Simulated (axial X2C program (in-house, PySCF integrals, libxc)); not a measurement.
**GaH: cheaper levels and CCSD(T), with spin–orbit coupling**

Computed with an in-house all-electron X2C program for linear molecules (integrals from PySCF). Two-component (2c) means X2C with spin–orbit coupling and atomic mean-field two-electron Coulomb and Gaunt terms. Basis: Ga dyall-cv3z [9s9p7d4f1g], H dyall-v3z [6s2p1d] (cores contracted in-house); Gaussian nuclei, density fitting, unrestricted open shells. Masses: Ga 68.926 u, H 1.008 u.

State: Ω = 0 (closed shell); fragments Ga + H.

```
level  Re (Å)  ωe (cm⁻¹)  De (eV)
 PBE0   1.675     1578.8      n/a
   HF   1.667     1651.7      n/a
  MP2   1.645     1657.3     2.73
 BLYP   1.700     1483.5      n/a
```

Correlated methods: 14 electrons correlated (number of frozen shells: Ga 3 s, 2 p; H none), 192 virtual spin orbitals or spinors in MP2, 90 natural virtuals in coupled cluster.

CCSD(T), same Hamiltonian and basis:

Re = 1.661 Å, ωe = 1606.9 cm⁻¹; T1 = 0.014 (Lee–Taylor normalisation).

(1) Give the differences from CCSD(T) in the columns below.

Occupations by symmetry block were frozen at the best pattern of an incomplete PBE0 search. Closed shells are restricted here (equal orbitals for both partners); the stretched side of such a curve lies too high. Dissociation energies refer to the lowest single-determinant-based atoms at the same level and basis. De is not given where an atomic determinant may have missed its ground term or J level, or where the truncated virtual space spoils (T). Coupled cluster ran in a truncated set of natural virtual spinors; the MP2 energy of the rest was added. (T) has no such correction and the atoms are truncated less, which lowers De at CCSD(T) by a hundredth of an eV or more. Without a current term, density functionals place determinants with orbital angular momentum somewhat too high.

Answers

(1) 

| level | ΔRe (Å) | Δωe (cm⁻¹) |
| --- | --- | --- |
| PBE0 | 0.014 | -28 |
| HF | 0.006 | 45 |
| MP2 | -0.016 | 50 |
| BLYP | 0.039 | -123 |
